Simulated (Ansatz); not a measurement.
C$_{3}$H$_{6}$SiTe (`[SiH3]CC1=C[Te]1`). Charge 0, multiplicity 1. Te: def2 effective core potential. Geometry: relaxed with PBE0-D4/def2-TZVP. It is one conformer, not always the lowest.

```xyz
11

Si    0.556    0.593   -1.455
C     0.529   -0.684   -0.051
C    -0.491   -0.374    0.940
C    -0.877   -0.009    2.097
Te   -2.679   -0.126    0.894
H    -0.688    0.497   -2.253
H     0.700    1.956   -0.889
H     1.726    0.285   -2.318
H     1.515   -0.722    0.426
H     0.332   -1.662   -0.502
H    -0.625    0.246    3.111
```

Task: What is the dipole moment at PBE/def2-TZVPP? (Estimate.)

Result: The calculation gave: 2.46 D, with components (2.42, -0.37, 0.15) D in this frame, pointing from negative to positive charge.

Task: And with r2SCAN, B3LYP, ωB97M-V? (Estimate.)

Result: Ansatz gave: r2SCAN 2.67 D, B3LYP 2.49 D, ωB97M-V 2.53 D.

Task: Give the Mulliken charges with PBE, B3LYP, ωB97M-V in def2-TZVPP. (An estimate is asked.)

Result: The calculation gave: 
```json
{"atom": "Si1", "PBE": "0.21", "B3LYP": "0.28", "ωB97M-V": "0.19"}
{"atom": "C2", "PBE": "-0.13", "B3LYP": "-0.18", "ωB97M-V": "-0.27"}
{"atom": "C3", "PBE": "-0.04", "B3LYP": "-0.04", "ωB97M-V": "-0.01"}
{"atom": "C4", "PBE": "-0.21", "B3LYP": "-0.26", "ωB97M-V": "-0.27"}
{"atom": "Te5", "PBE": "-0.06", "B3LYP": "-0.04", "ωB97M-V": "-0.02"}
{"atom": "H6", "PBE": "-0.03", "B3LYP": "-0.04", "ωB97M-V": "0.00"}
{"atom": "H7", "PBE": "-0.04", "B3LYP": "-0.05", "ωB97M-V": "-0.01"}
{"atom": "H8", "PBE": "-0.05", "B3LYP": "-0.06", "ωB97M-V": "-0.02"}
{"atom": "H9", "PBE": "0.10", "B3LYP": "0.10", "ωB97M-V": "0.12"}
{"atom": "H10", "PBE": "0.11", "B3LYP": "0.11", "ωB97M-V": "0.14"}
{"atom": "H11", "PBE": "0.14", "B3LYP": "0.17", "ωB97M-V": "0.17"}
```

B3LYP here is the variant with VWN-RPA as its local correlation; programs differ in this.
